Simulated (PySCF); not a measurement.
# Xenon: a sound run and one with changed settings

Sound run: Xe [Xe], Xe⁺ [Kr] 4d10 5s2 5p5. Computed with PySCF 2.14 in aug-cc-pVDZ-PP with ECP28MDF, with scalar relativity through the core potential. The sound run starts from symmetry-adapted Hartree-Fock orbitals and uses a fine grid where one is needed.

Changed run: basis STO-3G, all-electron and non-relativistic. This setting is unsound on purpose.

| species | method | sound run (hartree) | changed run (hartree) | converged |
| --- | --- | --- | --- | --- |
| Xe | UHF | -328.29172 | -7162.10421 | yes |
| Xe | PBE0 | -329.37099 | -7164.00323 | yes |
| Xe | M06-2X | -329.28658 | -7164.54093 | yes |
| Xe⁺ | UHF | -327.86572 | -7161.76014 | yes |
| Xe⁺ | PBE0 | -328.91222 | -7163.61553 | yes |
| Xe⁺ | M06-2X | -328.83192 | -7164.15566 | yes |

Ionisation energy of Xe:

```
method  sound run (eV)  changed run (eV)
   UHF          11.592             9.363
  PBE0          12.484            10.550
M06-2X          12.372            10.484
```

A minimal basis cannot let orbitals breathe on ionisation and holds almost no correlation. The Hamiltonian changed with the basis, so the totals do not compare.

For comparison, NIST gives 12.130 eV between the lowest levels.
